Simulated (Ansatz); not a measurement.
`O=C/C(F)=C/F` and `C[SiH2]/C(F)=C\F` differ in one atom or group (the configuration at the double bond changes too).

Ansatz, PBE0-D4/def2-TZVP geometries, multiplicity 1. Each molecule was computed in one conformer, which needn't be the lowest.

| property | `O=C/C(F)=C/F` |
| --- | --- |
| size of the dipole moment (ωB97M-V/def2-TZVPP) / D | 0.45 |
| HOMO–LUMO gap (ωB97M-V/def2-TZVPP) / eV | 10.27 |
| size of the dipole moment (PBE/def2-TZVPP) / D | 0.71 |
| HOMO energy (B3LYP/def2-TZVPP) / eV | -7.91 |
| LUMO energy (PBE/def2-TZVPP) / eV | -3.21 |
| LUMO energy (PBE0/def2-TZVPP) / eV | -2.26 |

What does the change do to each property? (Estimate.)

Computed: 
```csv
property,`C[SiH2]/C(F)=C\F`,shift
size of the dipole moment (ωB97M-V/def2-TZVPP) / D,0.80,0.35
HOMO–LUMO gap (ωB97M-V/def2-TZVPP) / eV,11.33,1.06
size of the dipole moment (PBE/def2-TZVPP) / D,0.83,0.12
HOMO energy (B3LYP/def2-TZVPP) / eV,-7.20,0.71
LUMO energy (PBE/def2-TZVPP) / eV,-1.24,1.97
LUMO energy (PBE0/def2-TZVPP) / eV,-0.32,1.94
```

With PBE0 the HOMO rises by 0.70 eV and the LUMO rises by 1.94 eV, so the gap widens by about 1.24 eV. PBE moves the HOMO by 0.34 eV and ωB97M-V by 0.62 eV. Dipoles are sizes alone; their direction can turn.

B3LYP here is the variant with VWN-RPA as its local correlation; programs differ in this.
